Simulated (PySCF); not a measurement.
Parent: `[CH3:1][C:2]([CH3:3])([CH3:4])[CH2:5][CH2:6][CH2:7][CH2:8][OH:9]` with C2–C5–C6–C7 180°, C5–C6–C7–C8 180°, C6–C7–C8–O9 177°, C7–C8–O9–H 60°, C8H18O.

Method used: PBE0-D3(BJ)/def2-SVP geometry optimisation, gas phase (PySCF). One conformer each, not checked by frequencies here.

| coordinate of the parent | value |
| --- | --- |
| C1–C2 | 1.531 Å |
| C2–C3 | 1.531 Å |
| C2–C4 | 1.531 Å |
| C2–C5 | 1.540 Å |
| C5–C6 | 1.522 Å |
| C6–C7 | 1.522 Å |
| C7–C8 | 1.519 Å |
| C8–O9 | 1.402 Å |
| C1–C2–C3 | 109.6° |
| C1–C2–C4 | 108.9° |
| C1–C2–C5 | 110.8° |
| C3–C2–C4 | 108.9° |
| C3–C2–C5 | 110.8° |
| C4–C2–C5 | 107.9° |
| C2–C5–C6 | 117.1° |
| C5–C6–C7 | 112.8° |
| C6–C7–C8 | 113.5° |
| C7–C8–O9 | 113.3° |

Problem. How does the shared frame change in `[CH3:1][CH:2]([CH3:3])[CH2:4][CH2:5][CH2:6][CH2:7][OH:8]` with C1–C2–C4–C5 62°, C2–C4–C5–C6 176°, C4–C5–C6–C7 179°, C5–C6–C7–O8 177°, C6–C7–O8–H 60°, C7H16O? Atoms pair as C2 = C2, C3 = C1, C4 = C3, C5 = C4, C6 = C5, C7 = C6, C8 = C7, O9 = O8 (parent first).

Solution. 
| parent | relative | value in the relative | change |
| --- | --- | --- | --- |
| C2–C3 | C2–C1 | 1.525 Å | -0.006 |
| C2–C4 | C2–C3 | 1.525 Å | -0.006 |
| C2–C5 | C2–C4 | 1.530 Å | -0.010 |
| C5–C6 | C4–C5 | 1.522 Å | 0.000 |
| C6–C7 | C5–C6 | 1.521 Å | -0.001 |
| C7–C8 | C6–C7 | 1.519 Å | 0.000 |
| C8–O9 | C7–O8 | 1.402 Å | 0.000 |
| C3–C2–C4 | C1–C2–C3 | 110.7° | +1.8 |
| C3–C2–C5 | C1–C2–C4 | 112.5° | +1.7 |
| C4–C2–C5 | C3–C2–C4 | 110.5° | +2.6 |
| C2–C5–C6 | C2–C4–C5 | 115.4° | -1.7 |
| C5–C6–C7 | C4–C5–C6 | 113.3° | +0.5 |
| C6–C7–C8 | C5–C6–C7 | 113.6° | +0.1 |
| C7–C8–O9 | C6–C7–O8 | 113.3° | 0.0 |

Of the parent's bonds, C2–C5 changes most (-0.010 Å).
